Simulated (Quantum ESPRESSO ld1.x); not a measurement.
Values are calculated unless marked as measured or tabulated.
Problem. The mean radii <r> (bohr) of the occupied orbitals of an atom or ion are listed with their occupations. Code: ld1.x of Quantum ESPRESSO 7.5. Model: Dirac Kohn-Sham, LDA (Slater exchange, Perdew-Zunger correlation), spin-unpolarised, spherical densities, point nucleus.

| orbital | occ. | <r> |
|---|---|---|
| 1s1/2 | 2 | 0.02845 |
| 2s1/2 | 2 | 0.1223 |
| 2p1/2 | 2 | 0.1033 |
| 2p3/2 | 4 | 0.1088 |
| 3s1/2 | 2 | 0.3308 |
| 3p1/2 | 2 | 0.3212 |
| 3p3/2 | 4 | 0.3326 |
| 3d3/2 | 4 | 0.3035 |
| 3d5/2 | 6 | 0.3071 |
| 4s1/2 | 2 | 0.7906 |
| 4p1/2 | 2 | 0.8319 |
| 4p3/2 | 4 | 0.8615 |
| 4d3/2 | 4 | 1.019 |
| 4d5/2 | 6 | 1.032 |
| 5s1/2 | 2 | 2.083 |
| 5p1/2 | 1 | 2.427 |

Name the element and its charge. Open shells, if any, fill j = l - 1/2 first.

Solution. Z = 51, antimony, charge +2: Sb2+ in [Kr] 4d10 5s2 5p1. The 1s radius gives Z: for a bare nucleus <r> = (2 gamma + 1)/(2Z) with gamma = sqrt(1 - (Z/c)^2), 0.028 bohr for Z = 51, and screening makes it slightly larger (0.02845 here). The occupations add up to 49, and the charge is Z minus that.
